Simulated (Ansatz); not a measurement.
Geometry optimisation, Ansatz 0.2.0, RKS r2SCAN/def2-SVP.

Input:

```yaml
crystal:
  periodic: [false, false, false]
  atoms:
    - { symbol: B, position_ang: [-1.5172, -0.0231, 1.7575] }
    - { symbol: Si, position_ang: [-0.2019, -0.6801, 0.5599] }
    - { symbol: C, position_ang: [0.2753, 0.6459, -0.673] }
    - { symbol: B, position_ang: [1.5202, 0.0952, -1.6161] }
    - { symbol: F, position_ang: [-0.7833, 1.009, -1.4354] }
    - { symbol: H, position_ang: [-1.3366, 0.9811, 2.4166] }
    - { symbol: H, position_ang: [-2.6021, -0.4881, 1.7907] }
    - { symbol: H, position_ang: [-0.6908, -1.8239, -0.1714] }
    - { symbol: H, position_ang: [0.9732, -1.0683, 1.3986] }
    - { symbol: H, position_ang: [0.6914, 1.5284, -0.0817] }
    - { symbol: H, position_ang: [1.2241, -0.8459, -2.2881] }
    - { symbol: H, position_ang: [2.5247, 0.6147, -1.6235] }
basis:
  gaussian: { orbitals: def2-SVP }
hamiltonian:
  xc: r2scan
relax:
  f_tol: 0.015
  max_steps: 40
```

Command:

```bash
$ ansatz run input.yaml --threads 2 --pin off --max-ram 3072MiB --backend cpu --events-out ev --progress --plain --runs-dir out
```

Task: Where does it end, and by what steps?

Result: The forces met the threshold. After 27 steps the energy has fallen by 1.019 eV; H7 moved furthest, 1.22 Å.

```json
{"step": "0", "energy less start (eV)": "0.0000", "largest force component (eV/Å)": "3.695", "accepted": "yes"}
{"step": "1", "energy less start (eV)": "-0.4599", "largest force component (eV/Å)": "2.010", "accepted": "yes"}
{"step": "2", "energy less start (eV)": "-0.6480", "largest force component (eV/Å)": "0.765", "accepted": "yes"}
{"step": "3", "energy less start (eV)": "-0.7442", "largest force component (eV/Å)": "0.337", "accepted": "yes"}
{"step": "4", "energy less start (eV)": "-0.7984", "largest force component (eV/Å)": "0.496", "accepted": "yes"}
{"step": "5", "energy less start (eV)": "-0.8236", "largest force component (eV/Å)": "0.441", "accepted": "yes"}
{"step": "6", "energy less start (eV)": "-0.8364", "largest force component (eV/Å)": "0.365", "accepted": "yes"}
{"step": "7", "energy less start (eV)": "-0.8537", "largest force component (eV/Å)": "0.154", "accepted": "yes"}
{"step": "8", "energy less start (eV)": "-0.8701", "largest force component (eV/Å)": "0.083", "accepted": "yes"}
{"step": "9", "energy less start (eV)": "-0.8852", "largest force component (eV/Å)": "0.311", "accepted": "yes"}
{"step": "10", "energy less start (eV)": "-0.8930", "largest force component (eV/Å)": "0.349", "accepted": "yes"}
{"step": "11", "energy less start (eV)": "-0.9103", "largest force component (eV/Å)": "0.402", "accepted": "yes"}
{"step": "12", "energy less start (eV)": "-0.9239", "largest force component (eV/Å)": "0.275", "accepted": "yes"}
{"step": "13", "energy less start (eV)": "-0.9379", "largest force component (eV/Å)": "0.150", "accepted": "yes"}
{"step": "14", "energy less start (eV)": "-0.9543", "largest force component (eV/Å)": "0.270", "accepted": "yes"}
{"step": "15", "energy less start (eV)": "-0.9667", "largest force component (eV/Å)": "0.200", "accepted": "yes"}
{"step": "16", "energy less start (eV)": "-0.9784", "largest force component (eV/Å)": "0.273", "accepted": "yes"}
{"step": "17", "energy less start (eV)": "-0.9989", "largest force component (eV/Å)": "0.514", "accepted": "yes"}
{"step": "18", "energy less start (eV)": "-1.0011", "largest force component (eV/Å)": "0.407", "accepted": "yes"}
{"step": "19", "energy less start (eV)": "-0.9535", "largest force component (eV/Å)": "0.748", "accepted": "no"}
{"step": "20", "energy less start (eV)": "-1.0170", "largest force component (eV/Å)": "0.108", "accepted": "yes"}
{"step": "21", "energy less start (eV)": "-1.0181", "largest force component (eV/Å)": "0.094", "accepted": "yes"}
{"step": "22", "energy less start (eV)": "-1.0187", "largest force component (eV/Å)": "0.035", "accepted": "yes"}
{"step": "23", "energy less start (eV)": "-1.0189", "largest force component (eV/Å)": "0.018", "accepted": "yes"}
{"step": "24", "energy less start (eV)": "-1.0191", "largest force component (eV/Å)": "0.018", "accepted": "yes"}
{"step": "25", "energy less start (eV)": "-0.9984", "largest force component (eV/Å)": "0.300", "accepted": "no"}
{"step": "26", "energy less start (eV)": "-1.0192", "largest force component (eV/Å)": "0.017", "accepted": "yes"}
{"step": "27", "energy less start (eV)": "-1.0193", "largest force component (eV/Å)": "0.003", "accepted": "yes"}
```

```xyz
12
Properties=species:S:1:pos:R:3
B -1.520 0.138 1.057
Si 0.296 -0.735 0.863
C 0.473 0.764 -0.411
B 0.894 -0.044 -1.608
F -0.945 1.191 -0.342
H -1.670 0.954 1.933
H -2.487 -0.399 0.577
H 0.415 -2.032 0.122
H 1.395 -0.666 1.870
H 1.057 1.581 0.031
H 0.093 -0.535 -2.361
H 2.076 -0.274 -1.697
```

Whether the end is a true minimum wasn't checked by a vibrational analysis.

Time of the run: 110 s on 2 threads of Intel(R) Xeon(R) Platinum 8375C CPU @ 2.90GHz (Ice Lake) (shared host), peak memory 0.2 GiB.
